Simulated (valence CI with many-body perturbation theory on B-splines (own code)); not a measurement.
## Questions on Xe⁴⁹⁺

Computed by valence CI with perturbative core correlation (CI+MBPT): three valence electrons over a frozen Dirac-Fock core [He], a basis of 11 s, 11 p, 9 d, 7 f, 5 g, 2 h, 1 i functions for each j, with the one-electron correlation potential Σ1, the two-electron term Σ2, the three-electron term Σ3, Breit, model QED; selected CI, second order for the rest (own B-spline code, finite nucleus).

The last digits are not significant, and no measured levels were compared; by estimate large intervals hold to a few tenths of a per cent, small ones and those within an open d or f shell to about a per cent.

Levels are named by their leading jj configuration (3d3/2^4 stands for four electrons in 3d with j = 3/2), which in mixed levels can hold well under half, so a name can repeat and another be missing.

Rates and lifetimes use the calculated energies. Strong lines usually hold to 10 to 20 %, long lifetimes can be off by a factor of two.

Task: What is the ground level?

Result: (2s^2 2p1/2) J=1/2, composition 100 % 2s2 2p 2P°, g = 0.641.

Task: What is the ionisation energy?

Result: 9238.2 eV; NIST lists 9243 ± 4 eV (theoretical).

Task: How well does LS coupling describe the low levels?

Result: Among the lowest 20 levels the leading LS term, summed over configurations, holds 76 % on average. For single configurations the figures are 76 % in LS and 98 % in jj coupling. Terms mix most in the J = 3/2 level at 729.0 eV, where the leading one holds 46 %.

Task: Where does the other parity begin?

Result: At (2s 2p1/2^2) J=1/2, 163.4 eV.

Task: What are the static dipole polarisabilities of the lowest levels?

Result: (2s^2 2p1/2) J=1/2 0.000680 bohr³, of which the core gives 9.18e-07.

Task: Among levels below 6091.0 eV, which E1 lines absorb most strongly from the ground level?

Result: to (2s^2 3d3/2) J=3/2 at 0.2301 nm, f = 0.485; to (2s 2p1/2 3p1/2) J=3/2 at 0.2313 nm, f = 0.303; to (2s 2p1/2 3p3/2) J=3/2 at 0.2263 nm, f = 0.187.
